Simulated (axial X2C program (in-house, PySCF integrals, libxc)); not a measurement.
Spectroscopic constants of BrCl

Calculated with an in-house all-electron X2C program for linear molecules (integrals from PySCF). Spin-free means the one-electron spin-free X2C Hamiltonian; two-component (2c) means X2C with spin–orbit coupling and atomic mean-field two-electron Coulomb and Gaunt terms, so the difference of the two also holds small scalar two-electron terms. Basis: Br dyall-cv3z [8s9p6d4f1g], Cl dyall-av3z [9s8p3d2f] (cores contracted in-house); Gaussian nuclei, density fitting, unrestricted open shells. Masses: Br 78.918 u, Cl 34.969 u.

The run was started with this input:
```json
{"zs": [35, 17], "q": 0, "bas": ["dyall-cv3z", "dyall-av3z"], "levels": ["PBE0", "HF", "TPSS"], "cc": true, "r0": 2.13, "thr": -2.0, "nmax": 90, "npts": 10, "nst": 2, "ntry": 6}
```
```bash
python so2c.py task.json out
```

Keys: zs atomic numbers; q charge; bas basis sets; levels methods; cc coupled cluster on or off; r0 starting distance in Å; thr threshold in hartree for freezing inner shells (an s shell follows its p shell); nmax most natural virtual spinors; npts points on the curve; nst determinants followed; ntry starts of the search. HF also brings MP2.

State, spin-free: M_S = 0, Λ = 0 (closed shell); electrons by block: σα: 12, σβ: 12, π+α: 6, π+β: 6, π-α: 6, π-β: 6, δ+α: 1, δ+β: 1, δ-α: 1, δ-β: 1. Fragments: Br + Cl.

State, 2c: Ω = 0 (closed shell); electrons by block: 1/2: 18, -1/2: 18, 3/2: 7, -3/2: 7, 5/2: 1, -5/2: 1. Fragments: Br + Cl.

| Hamiltonian | level | Re (Å) | ωe (cm⁻¹) | Be (cm⁻¹) | αe (cm⁻¹) | De (eV) | k (mdyn/Å) | μ (D) |
| --- | --- | --- | --- | --- | --- | --- | --- | --- |
| spin-free | PBE0 | 2.136 | 458.0 | 0.1524 | 0.000677 | 2.40 | 2.99 | -0.56 |
| spin-free | HF | 2.127 | 485.3 | 0.1537 | 0.000607 | 0.716 | 3.36 | -0.60 |
| spin-free | MP2 | 2.140 | 458.1 | 0.1519 | 0.00068 | 2.37 | 3 | n/a |
| spin-free | CCSD | 2.154 | 444.7 | 0.15 | 0.000703 | 2.07 | 2.82 | n/a |
| spin-free | CCSD(T) | 2.162 | 432.7 | 0.1489 | 0.000747 | 2.21 | 2.67 | n/a |
| spin-free | TPSS | 2.165 | 427.0 | 0.1484 | 0.000711 | 2.50 | 2.6 | -0.55 |
| 2c | PBE0 | 2.139 | 455.1 | 0.1521 | 0.000685 | 2.30 | 2.96 | -0.58 |
| 2c | HF | 2.129 | 483.0 | 0.1534 | 0.000612 | 0.505 | 3.33 | -0.62 |
| 2c | MP2 | 2.142 | 455.8 | 0.1516 | 0.000686 | 2.20 | 2.97 | n/a |
| 2c | CCSD | 2.156 | 442.3 | 0.1497 | 0.000709 | 1.91 | 2.79 | n/a |
| 2c | CCSD(T) | 2.164 | 430.2 | 0.1486 | 0.000755 | 2.04 | 2.64 | n/a |
| 2c | TPSS | 2.167 | 423.9 | 0.1481 | 0.00072 | n/a | 2.57 | -0.58 |

Correlated methods: 14 electrons correlated (number of frozen shells: Br 3 s, 2 p, 1 d; Cl 2 s, 1 p), 210 virtual spin orbitals or spinors in MP2, 90 natural virtuals in coupled cluster.

Dipoles are positive if Cl is the positive end.

The state is a single determinant with fixed occupations, the lowest that a limited PBE0 search found. The closed shell is kept restricted, so the energy runs too high when the bond is stretched far. De is counted from the lowest determinant-based energies of the atoms at the same level, without counterpoise correction. De is not given where an atomic determinant may have missed its ground term or J level, or where the truncated virtual space spoils (T). CCSD and (T) use frozen natural virtuals with an MP2 correction for the truncation; (T) itself is uncorrected, so its De runs slightly low. In 2c an atomic determinant is not the ground J level, so De misses part of the atomic spin–orbit lowering. This holds for PBE0. The functionals have no current-density term, which raises determinants with orbital currents, atoms included.

Rough cost a point (2c) on 1 thread(s) of a shared host, integrals apart: PBE0 0.26 s, HF 0.14 s, CCSD(T) 5 s, TPSS 0.3 s.

The whole task took 95 s on 1 thread of Intel(R) Xeon(R) 6975P-C (Granite Rapids), on a shared host.
